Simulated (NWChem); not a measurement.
Species: KCl; SMILES [Cl][K]

```xyz
2

K      0.0000     0.0000    -1.2555
Cl     0.0000     0.0000     1.3988
```
Atoms are numbered in this order, from 1.

All runs: NWChem. All runs use the structure optimised with PBE0/def2-SVP. Vertical excitations in the gas phase; the lowest state need not have the same character in each row.

```csv
level,"lowest excitation, singlet (eV)",oscillator strength of that lowest state,"lowest state with f > 0.02, singlet (eV)",oscillator strength of that bright state,lowest triplet (eV),orbital gap (eV)
"PBE/def2-SVPD, full TDDFT",3.01,0.006,3.32,0.078,2.97,3.00
"B3LYP/def2-SVPD, full TDDFT",3.52,0.008,3.83,0.072,3.49,4.23
"PBE0/def2-SVPD, full TDDFT",3.89,0.009,4.18,0.067,3.84,4.76
"LRC-wPBEh/def2-SVPD, full TDDFT",4.37,0.016,4.66,0.063,4.30,7.49
```
